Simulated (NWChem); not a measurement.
Everything below was run with NWChem. System: C3H4ClNSi, charge 0, spin multiplicity 1, at a geometry optimised with PBE/def2-SVP. The structure started from a generated list of species. Level: PBE0/def2-SVP.

Job file:

```
start mol
memory heap 200 mb stack 800 mb global 1000 mb
geometry units angstroms nocenter noautoz
  Cl     1.459609    -1.698459     0.000000
  C      0.218790    -0.503592     0.000000
  C     -1.119171    -0.765779     0.000000
  C     -1.951098     0.471555     0.000000
  N     -1.420394     1.656104     0.000000
  Si     0.346954     1.399197     0.000000
  H     -1.566421    -1.773349     0.000000
  H     -3.059179     0.356426     0.000000
  H      1.003265     1.948067    -1.231922
  H      1.003265     1.948067     1.231922
  symmetry group Cs
end
basis spherical
  * library def2-svp
end
dft
  xc pbe0
  semidirect memsize 60000000 filesize 0
  iterations 100
end
task dft energy
```

Part of the output:

```
             Northwest Computational Chemistry Package (NWChem) 7.3.0
             --------------------------------------------------------

                                NWChem Input Module
                                -------------------

 Scaling coordinates for geometry "geometry" by  1.889725989
 (inverse scale =  0.529177249)

 Turning off AUTOSYM since
 SYMMETRY directive was detected!

                             Geometry "geometry" -> ""
                             -------------------------

 Output coordinates in angstroms (scale by  1.889725989 to convert to a.u.)

  No.       Tag          Charge          X              Y              Z
 ---- ---------------- ---------- -------------- -------------- --------------
    1 Cl                  17.0000     1.45960900    -1.69845900     0.00000000
    2 C                    6.0000     0.21879000    -0.50359200     0.00000000
    3 C                    6.0000    -1.11917100    -0.76577900     0.00000000
    4 C                    6.0000    -1.95109800     0.47155500     0.00000000
    5 N                    7.0000    -1.42039400     1.65610400     0.00000000
    6 Si                  14.0000     0.34695400     1.39919700     0.00000000
    7 H                    1.0000    -1.56642100    -1.77334900     0.00000000
    8 H                    1.0000    -3.05917900     0.35642600     0.00000000
    9 H                    1.0000     1.00326500     1.94806700    -1.23192200
   10 H                    1.0000     1.00326500     1.94806700     1.23192200

 Effective nuclear repulsion energy (a.u.)     319.8547083449

            Nuclear Dipole moment (a.u.)
            ----------------------------
        X                 Y               Z
 ---------------- ---------------- ----------------
     0.0000132281    -0.0000037795     0.0000000000

      Symmetry information
      --------------------

 Group name             Cs
 Group number              2
 Group order               2
 No. of unique centers     9

      Symmetry unique atoms

     1    2    3    4    5    6    7    8    9


 Summary of "ao basis" -> "" (spherical)
 ------------------------------------------------------------------------------
       Tag                 Description            Shells   Functions and Types
 ---------------- ------------------------------  ------  ---------------------
 *                          def2-svp                  on all atoms

                                 NWChem DFT Module
                                 -----------------

 Summary of "ao basis" -> "ao basis" (spherical)
 ------------------------------------------------------------------------------
       Tag                 Description            Shells   Functions and Types
 ---------------- ------------------------------  ------  ---------------------
 Cl                         def2-svp                 8       18   4s3p1d
 C                          def2-svp                 6       14   3s2p1d
 N                          def2-svp                 6       14   3s2p1d
 Si                         def2-svp                 8       18   4s3p1d
 H                          def2-svp                 3        5   2s1p

 Summary of "ao basis" -> "ao basis" (spherical)
 ------------------------------------------------------------------------------
       Tag                 Description            Shells   Functions and Types
 ---------------- ------------------------------  ------  ---------------------
 Cl                         def2-svp                 8       18   4s3p1d
[...]
  Resetting Diis
 d= 0,ls=0.0,diis     6   -920.3027221858 -8.85D-05  7.66D-05  9.42D-05     4.4
 d= 0,ls=0.0,diis     7   -920.3027318531 -9.67D-06  8.76D-05  1.83D-05     4.9
 d= 0,ls=0.0,diis     8   -920.3027257351  6.12D-06  5.45D-05  6.14D-05     5.3
 d= 0,ls=0.0,diis     9   -920.3027344559 -8.72D-06  4.68D-06  4.71D-07     5.7
 d= 0,ls=0.0,diis    10   -920.3027345118 -5.59D-08  1.70D-06  1.79D-08     6.1

         Total DFT energy =     -920.302734511843
      One electron energy =    -1902.462755750038
           Coulomb energy =      735.585495979202
    Exchange-Corr. energy =      -73.280183085932
 Nuclear repulsion energy =      319.854708344926

 Numeric. integr. density =       59.999999641231

     Total iterative time =      5.7s

                  Occupations of the irreducible representations
                  ----------------------------------------------

                     irrep           alpha         beta
                     --------     --------     --------
                     a'               24.0         24.0
                     a"                6.0          6.0

                       DFT Final Molecular Orbital Analysis
                       ------------------------------------

 Vector   28  Occ=2.000000D+00  E=-3.236783D-01  Symmetry=a'
              MO Center=  6.6D-01, -6.5D-01,  5.0D-15, r^2= 4.2D+00
   Bfn.  Coefficient  Atom+Function         Bfn.  Coefficient  Atom+Function
  ----- ------------  ---------------      ----- ------------  ---------------
    12      0.401745   1 Cl py               11      0.306562   1 Cl px
     9      0.293879   1 Cl py                8      0.212609   1 Cl px
    23     -0.200112   2 C  py               83      0.185476   6 Si py
    35      0.174832   3 C  s                 6      0.169201   1 Cl py
    77     -0.152603   6 Si s                26     -0.141473   2 C  py

 Vector   29  Occ=2.000000D+00  E=-2.734277D-01  Symmetry=a"
              MO Center= -2.8D-01, -3.5D-01,  1.2D-12, r^2= 3.8D+00
   Bfn.  Coefficient  Atom+Function         Bfn.  Coefficient  Atom+Function
  ----- ------------  ---------------      ----- ------------  ---------------
    13      0.375871   1 Cl pz               38     -0.326820   3 C  pz
    24     -0.297044   2 C  pz               66     -0.290133   5 N  pz
    10      0.253002   1 Cl pz               41     -0.242955   3 C  pz
    69      0.225517   5 N  pz               27     -0.208546   2 C  pz
     7      0.145695   1 Cl pz               52      0.107637   4 C  pz

 Vector   30  Occ=2.000000D+00  E=-2.730946D-01  Symmetry=a'
              MO Center= -1.2D+00,  1.1D+00, -1.2D-12, r^2= 3.4D+00
   Bfn.  Coefficient  Atom+Function         Bfn.  Coefficient  Atom+Function
  ----- ------------  ---------------      ----- ------------  ---------------
    64      0.334774   5 N  px               65     -0.330703   5 N  py
    68      0.271695   5 N  py               67     -0.224354   5 N  px
    35      0.217318   3 C  s                12     -0.188909   1 Cl py
    98     -0.178600   8 H  s                62      0.171523   5 N  s
    63      0.167091   5 N  s                82      0.166668   6 Si px

 Vector   31  Occ=0.000000D+00  E=-8.012860D-02  Symmetry=a"
              MO Center= -6.5D-01,  2.6D-01,  1.4D-15, r^2= 3.7D+00
   Bfn.  Coefficient  Atom+Function         Bfn.  Coefficient  Atom+Function
  ----- ------------  ---------------      ----- ------------  ---------------
    27      0.383209   2 C  pz               24      0.346933   2 C  pz
    41     -0.294482   3 C  pz               52     -0.293018   4 C  pz
    87      0.293209   6 Si pz               55     -0.282834   4 C  pz
    69      0.278610   5 N  pz              104      0.273427   9 H  s
   109     -0.273427  10 H  s                66     -0.270598   5 N  pz

 Vector   32  Occ=0.000000D+00  E= 2.529495D-02  Symmetry=a'
              MO Center=  5.4D-01,  1.1D+00,  6.7D-14, r^2= 4.2D+00
   Bfn.  Coefficient  Atom+Function         Bfn.  Coefficient  Atom+Function
  ----- ------------  ---------------      ----- ------------  ---------------
    85      0.918935   6 Si px               86     -0.663893   6 Si py
    63      0.658174   5 N  s                21     -0.503382   2 C  s
    78      0.367274   6 Si s                26     -0.363444   2 C  py
    94     -0.338203   7 H  s                67      0.242645   5 N  px
   104     -0.233700   9 H  s               109     -0.233700  10 H  s

 Vector   33  Occ=0.000000D+00  E= 4.362910D-02  Symmetry=a'
              MO Center=  3.6D-01, -4.3D-02, -4.2D-13, r^2= 5.7D+00
   Bfn.  Coefficient  Atom+Function         Bfn.  Coefficient  Atom+Function
  ----- ------------  ---------------      ----- ------------  ---------------
    21      1.216540   2 C  s                86      0.959280   6 Si py
    12     -0.500592   1 Cl py                4     -0.473041   1 Cl s
    11      0.446732   1 Cl px               25      0.426638   2 C  px
    49      0.427111   4 C  s                78     -0.424123   6 Si s
    94     -0.415056   7 H  s                99     -0.416950   8 H  s

 center of mass
 --------------
 x =   0.06462291 y =  -0.06675843 z =   0.00000000

 moments of inertia (a.u.)
 ------------------
         788.002044144566         365.483461443147           0.000000000000
         365.483461443147         658.007908975379           0.000000000000
           0.000000000000           0.000000000000        1424.162077626989

     Multipole analysis of the density
     ---------------------------------

     L   x y z        total         alpha         beta         nuclear
     -   - - -        -----         -----         ----         -------
     0   0 0 0     -0.000000    -30.000000    -30.000000     60.000000

     1   1 0 0      0.012734      0.006361      0.006361      0.000013
     1   0 1 0     -0.443897     -0.221947     -0.221947     -0.000004
     1   0 0 1     -0.000000     -0.000000     -0.000000      0.000000

     2   2 0 0    -35.221778   -189.904414   -189.904414    344.587050
     2   1 1 0      4.440052     86.599223     86.599223   -168.758395
     2   1 0 1     -0.000000     -0.000000     -0.000000      0.000000
     2   0 2 0    -38.655714   -220.886441   -220.886441    403.117168
     2   0 1 1     -0.000000     -0.000000     -0.000000      0.000000
     2   0 0 2    -37.233047    -24.036085    -24.036085     10.839122

 Task  times  cpu:        6.1s     wall:        6.1s

 Total times  cpu:        6.1s     wall:        6.1s
```
